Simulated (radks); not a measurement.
Task: These are the eigenvalues of the occupied orbitals of an atom or ion with whole-number occupations (hartree). Calculated with a radial shooting solver on a logarithmic mesh with Libxc functionals: non-relativistic Kohn-Sham, LDA (Slater exchange, Perdew-Wang correlation), spin-polarised, spherical densities, point nucleus.

1s up: -860.5579
1s down: -860.5578
2s up: -123.5334
2s down: -123.5271
2p up: -114.8356
2p down: -114.8308
3s up: -22.48837
3s down: -22.48408
3p up: -19.00843
3p down: -19.00379
3d up: -12.56066
3d down: -12.55457
4s up: -3.32269
4s down: -3.29856
4p up: -2.24599
4p down: -2.22165
4d up: -0.56548
4d down: -0.54328

Which element is it, and in what charge state? The configuration may be excited. Open shells, if any, are filled with parallel spins first.

Result: Z = 46, palladium, charge +1: Pd+ in [Kr] 4d9. The list shows which subshells hold electrons but not how many an open one holds; the 1s level, -860.56 hartree, gives Z - s = 41.5 by -(Z - s)^2/2, which with screening narrows Z to a few neighbours, and the depths of the outer levels then fix element, charge and occupations together.
